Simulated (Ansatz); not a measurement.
Consider the formal exchange of groups at a Ge–C bond: `N=[C](O)[GeH2][NH2]` + `C[SiH2]N` → `C[SiH](N)[GeH2][NH2]` + `N=CO`.

Program: Ansatz. Geometries: PBE0-D4/def2-TZVP. ΔE: electronic, gas phase. CCSD(T)/CBS adds triple-zeta CCSD(T) − MP2 to the extrapolated MP2 energy (def2 sets, frozen cores). This one scheme is used for every species. Functionals use def2-TZVPP. B3LYP here is the variant with VWN-RPA as its local correlation; programs differ in this. For Ge outer-core shells are correlated without core-valence functions, which leaves a few kJ/mol of doubt a bond. Scalar relativity is left out up to krypton. Each species was taken in one conformer, which may not be the lowest.

| level | ΔE (kcal/mol) | difference from CCSD(T)/CBS |
| --- | --- | --- |
| PBE-D4 | -8.7 | -2.3 |
| r2SCAN-D4 | -7.2 | -0.8 |
| PBE0-D4 | -8.5 | -2.1 |
| B3LYP-D4 | -7.2 | -0.8 |
| ωB97X-V | -6.3 | 0.1 |
| ωB97M-V | -6.3 | 0.1 |
| B2PLYP | -5.5 | 0.9 |
| PBE | -7.9 | -1.5 |
| r2SCAN | -7.0 | -0.6 |
| PBE0 | -7.8 | -1.4 |
| B3LYP | -5.9 | 0.5 |
| HF/def2-TZVPP | -4.0 | 2.4 |
| MP2/def2-TZVPP | -5.3 | 1.1 |
| SCS-MP2/def2-TZVPP | -4.6 | 1.8 |
| CCSD/def2-TZVPP | -5.7 | 0.7 |
| CCSD(T)/def2-TZVPP | -5.8 | 0.6 |
| HF/def2-QZVPP | -3.8 | 2.6 |
| MP2/def2-QZVPP | -5.5 | 0.9 |
| SCS-MP2/def2-QZVPP | -4.8 | 1.6 |
| HF/CBS(def2) | -3.7 | 2.7 |
| MP2/CBS(def2) | -5.9 | 0.5 |
| CCSD/CBS(def2) | -6.3 | 0.1 |
| CCSD(T)/CBS | -6.4 | 0 |

Largest T1 diagnostic among the species: 0.014.

The D4 term adds −1.3 kcal/mol with B3LYP and −0.8 kcal/mol with PBE0; it sums over pairs of atoms, weighted by their polarisabilities, and B3LYP, whose exchange is more repulsive, gets the larger term. In def2-TZVPP, CCSD(T) changes the Hartree–Fock value by −1.8 kcal/mol (the triples alone add −0.0 kcal/mol) and MP2 by −1.3 kcal/mol.
